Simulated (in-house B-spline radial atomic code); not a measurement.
Configurations of Yb⁶⁺, with energies counted from [Kr] 4d10 4f12 5s2 5p4. Level of theory: scalar-relativistic (X2C) r2SCAN0, spin-polarised, spherical fractional occupations, exact exchange averaged over the configuration, Fermi nucleus of rms radius 5.3108 fm; calculated with an all-electron radial atomic-structure program (B-spline basis). Shells without spins written out take the highest spin.

Occupations are held fixed; configurations that lie above the ionisation limit could autoionise.

```tsv
configuration	E - E(ref) (eV)	highest orbital	its <r> (bohr)
[Kr] 4d10 4f11 5s2 5p5	-12.037	4f down	0.6612
[Kr] 4d10 4f11 5s2 5p4 5d1	25.565	5d up	1.57
[Kr] 4d10 4f12 5s2 5p3 6p1	58.422	6p up	2.646
[Kr] 4d10 4f11 5s2 5p4 6d1	62.686	6d up	3.231
[Kr] 4d10 4f12 5s2 5p3 6f1	84.763	6f up	4.467
[Kr] 4d9 4f12 5s2 5p4 6p1	232.7	6p up	2.622
```

**Question.** Order these further configurations by energy, lowest first.
A. [Kr] 4d10 4f11 5s2 5p4 6p1
B. [Kr] 4d10 4f12 5s2 5p3 6d1
C. [Kr] 4d9 4f12 5s2 5p5
D. [Kr] 4d9 4f12 5s2 5p4 6f1
E. [Kr] 4d10 4f11 5s2 5p4 5f1

**Answer.** A (49.4 eV), E (60.749 eV), B (71.563 eV), C (170.92 eV), D (259.28 eV).

**Question.** How far above the reference does [Kr] 4d10 4f12 5s2 5p3 6s1 lie?

**Answer.** 48.476 eV; its least bound orbital is 6s up with <r> = 2.335 bohr.

**Question.** Is the reference the lowest configuration at this level of theory?

**Answer.** No: [Kr] 4d10 4f11 5s2 5p5 lies 12.04 eV lower with this functional.
